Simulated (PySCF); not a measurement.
Gas-phase equilibrium of 1 mol HF, 0.81 mol H₂O at 2500 K and 1.01 bar, among 15 species (O₂, F₂, O, F, HO₂, HOF, H₂O, H, FO, H₂O₂, O₃, HF, H₂, F₂O, OH). Only gases are allowed; each row takes one source of thermochemistry for all species, and Cantera finds the minimum.

Computed with PySCF (xtb for GFN2) and rigid-rotor harmonic-oscillator thermochemistry at 1 bar. Table values come from the NASA 1993 polynomials. † marks an energy on the PBE0/def2-TZVP geometry and frequencies; other levels use their own. 6-31G* has spherical d functions here. Open shells (unrestricted) among the columns below: O₂ (multiplicity 3), O (multiplicity 3, electronic degeneracy 9), F (multiplicity 2, electronic degeneracy 6), H (multiplicity 2), OH (multiplicity 2, electronic degeneracy 4); the rest are closed-shell singlets. GFN2 has no spin-polarisation term. Spin-orbit splitting is ignored; it lowers the true energy and changes the entropy of O, F, OH. B3LYP is the form with VWN-RPA correlation. The harmonic model lacks anharmonicity and excited electronic states, which grow with temperature; levels with a mode under 35 cm⁻¹ are left out. The table's entry may be an old estimate for OH (not checked at source).

Molecules larger than those listed are left out. Also missing: (HF)n, which can matter at low temperature or high pressure. Table species left out: FO2, H2F2, H3F3, H4F4.

With table thermochemistry: HF 0.54, H₂O 0.41, O 0.0014, H₂ 0.025, H 0.0039, O₂ 0.0093, F 0.00018, OH 0.013.

Problem. How far does the composition move with the other sources (B3LYP/6-31G*, GFN2-xTB, HF/def2-TZVP†, PBE/def2-SVP, PBE0/def2-QZVP†, ωB97M-V/def2-TZVP†)?

Solution. 
```
thermochemistry     x HF  x H₂O      x O    x H₂      x H    x O₂      x F     x OH
------------------  ----  -----  -------  ------  -------  ------  -------  -------
table               0.54   0.41   0.0014   0.025   0.0039  0.0093  0.00018    0.013
B3LYP/6-31G*        0.50   0.24   0.0028    0.15    0.010   0.070   0.0010    0.024
GFN2-xTB            0.54   0.44   1.3e-9  0.0053  0.00043  3.7e-5    0.010  0.00029
HF/def2-TZVP†       0.32  0.011     0.25    0.20     0.16  6.6e-6    0.031    0.030
PBE/def2-SVP        0.52   0.30  0.00021    0.10    0.016   0.055  0.00014   0.0069
PBE0/def2-QZVP†     0.54   0.39   0.0013   0.033   0.0080   0.013  0.00024    0.018
ωB97M-V/def2-TZVP†  0.54   0.38   0.0015   0.040   0.0060   0.016  0.00028    0.018
```
The most sensitive of these is O: it spans a factor of 10^8.3 over these rows; at this temperature one factor of ten is RT ln 10 = 48 kJ/mol.
